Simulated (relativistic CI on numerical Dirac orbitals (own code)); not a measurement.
Radial parameters of Cs36+

Computed by Dirac-Coulomb-Breit CI, separate exchange-only KLI orbitals for each configuration, model QED (radiative potential, 1s self-energy scaled to tabulated hydrogen-like ionisation energies), unscaled Slater integrals (own radial code, finite nucleus).

Slater integrals F^k, G^k are unscaled and averaged over j, outside the closed core [Ne]; ζ comes from projecting the Hamiltonian with its Breit term on Σ l·s of the shell.

- 3s2.3p6.3d: ζ(3d) = 59479 cm⁻¹; <r>(3d) = 0.239, <r^2>(3d) = 0.06612 (bohr units).
- 3s2.3p5.3d2: ζ(3p) = 441590, F^2(3d,3d) = 427500, F^4(3d,3d) = 276300, F^2(3p,3d) = 369120, G^1(3p,3d) = 391990, G^3(3p,3d) = 262440, ζ(3d) = 58784 cm⁻¹; <r>(3p) = 0.2692, <r^2>(3p) = 0.08369, <r>(3d) = 0.2394, <r^2>(3d) = 0.06636 (bohr units).
- 3s.3p6.3d2: F^2(3d,3d) = 427110, F^4(3d,3d) = 276040, G^2(3s,3d) = 294810, ζ(3d) = 59133 cm⁻¹; <r>(3s) = 0.2762, <r^2>(3s) = 0.08695, <r>(3d) = 0.2396, <r^2>(3d) = 0.06648 (bohr units).

Give the Racah parameters of the d shell in 3s2.3p5.3d2.

B = F²/49 − 5F⁴/441 = 5592 cm⁻¹ and C = 35F⁴/441 = 21929 cm⁻¹.

Averages of the first 10 configurations, taken without configuration mixing, which lowers the lowest level and can move excited configurations by several eV; other configurations of the list can lie among them:

| Configuration | Parity | States | Average energy above the lowest level (eV) |
| --- | --- | --- | --- |
| 3s2.3p6.3d | even | 10 | 11.6 |
| 3s2.3p5.3d2 | odd | 270 | 233.7 |
| 3s.3p6.3d2 | even | 90 | 429.3 |
| 3s2.3p6.4s | even | 2 | 984.3 |
| 3s2.3p6.4p | odd | 6 | 1056.6 |
| 3s2.3p6.4d | even | 10 | 1146.7 |
| 3s2.3p5.3d.4s | odd | 120 | 1198.8 |
| 3s2.3p6.4f | odd | 14 | 1219.2 |
| 3s2.3p5.3d.4p | even | 360 | 1271.3 |
| 3p6.3d3 | even | 120 | 855.2 |
